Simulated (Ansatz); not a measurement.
Gas-phase electronic energies from Ansatz, PBE0-D4/def2-TZVP geometries. CCSD(T)/CBS is the MP2 limit (def2-TZVPP, def2-QZVPP) plus CCSD(T) − MP2 in def2-TZVPP, frozen cores. This one scheme is used for every species. DFT in def2-TZVPP. B3LYP here is the variant with VWN-RPA as its local correlation; programs differ in this. HSE06 is defined as in plane-wave codes. Each species was taken in one conformer, which may not be the lowest.

Consider the cleavage of the B–B bond: `BB1CN1` + `CNBN` → `BNBNC` + `B1CN1`.

`BB1CN1`:

Z-matrix (Å, degrees):
```
C
B 1 1.590
N 1 1.443 2 52.8
H 1 1.088 2 121.4 3 101.4
H 1 1.090 2 118.9 3 -105.3
B 2 1.632 1 146.8 3 176.0
H 3 1.003 1 134.0 2 -154.0
H 6 1.198 2 121.0 1 -76.7
H 6 1.197 2 122.0 1 98.7
```

`CNBN`:

```xyz
11

C     1.529    0.182   -0.799
N     0.513   -0.155    0.164
B    -0.863    0.107    0.031
N    -1.811   -0.249    1.014
H     2.278    0.869   -0.388
H     2.056   -0.703   -1.173
H     1.061    0.674   -1.651
H     0.863   -0.617    0.989
H    -1.246    0.659   -0.964
H    -1.592   -0.713    1.878
H    -2.788   -0.054    0.900
```

`BNBNC`:

Z-matrix (Å, degrees):
```
C
N 1 1.445
H 1 1.090 2 110.3
H 1 1.095 2 112.5 3 120.2
H 1 1.092 2 110.1 3 -119.1
B 2 1.394 1 130.3 3 -27.4
H 2 1.006 1 113.8 3 151.1
N 6 1.452 2 125.3 1 -4.8
H 6 1.200 2 116.9 1 173.9
B 8 1.402 6 132.0 2 -27.6
H 8 1.010 6 112.6 2 162.1
H 10 1.195 8 120.6 6 4.0
H 10 1.199 8 118.9 6 -174.6
```

`B1CN1`:

Cartesian coordinates in Å:
```
B 0.567 -0.498 0.585
C -0.608 -0.215 -0.404
N 0.397 0.736 0.086
H 1.233 -1.168 1.298
H -0.546 -0.492 -1.456
H -1.628 -0.073 -0.050
H 0.585 1.709 -0.059
```

(1) Is it downhill or uphill in electronic energy at CCSD(T)/CBS, and by how much? (Best estimate.)

(2) What do these levels give: LDA (SPW92), r2SCANh-D4, HSE06-D4, B2PLYP, B3LYP, r2SCANh, r2SCAN0, CAM-B3LYP, LC-ωPBE, HF/def2-TZVPP, MP2/def2-TZVPP, CCSD/CBS(def2)? (An estimate is asked.)

(3) What do rigid-rotor, harmonic-oscillator terms from PBE0-D4/def2-TZVP frequencies (298.15 K, 1 bar) make of the CCSD(T)/CBS value? (An estimate is asked.)

Largest T1 diagnostic among the species: 0.015.

## Answers

(1) Ansatz gave: Downhill: ΔE = -29.3 kcal/mol.

(2) The calculation gave: LDA (SPW92) -28.1, r2SCANh-D4 -27.1, HSE06-D4 -26.9, B2PLYP -28.7, B3LYP -27.2, r2SCANh -26.9, r2SCAN0 -27.3, CAM-B3LYP -28.5, LC-ωPBE -26.9, HF/def2-TZVPP -28.2, MP2/def2-TZVPP -30.4, CCSD/CBS(def2) -28.8 kcal/mol.

(3) Computed: ΔZPE = +1.0 kcal/mol, ΔH = -28.9 kcal/mol, ΔS = -17 J/(mol·K), ΔG = -27.7 kcal/mol.

Leaving LDA and LC-ωPBE aside and taking each functional with its dispersion term where it has one, the values, not all of them listed here, spread over 3.7 kcal/mol, from ωB97M-V to B97M-V. LDA lies −2.5 kcal/mol from PBE without D4. The D4 term adds −1.1 kcal/mol with B3LYP and −0.6 kcal/mol with PBE0; it sums over pairs of atoms, weighted by their polarisabilities, and B3LYP, whose exchange is more repulsive, gets the larger term. At CCSD(T), def2-SVP lies −4.0 kcal/mol from the extrapolated value and def2-TZVPP −0.3 kcal/mol.
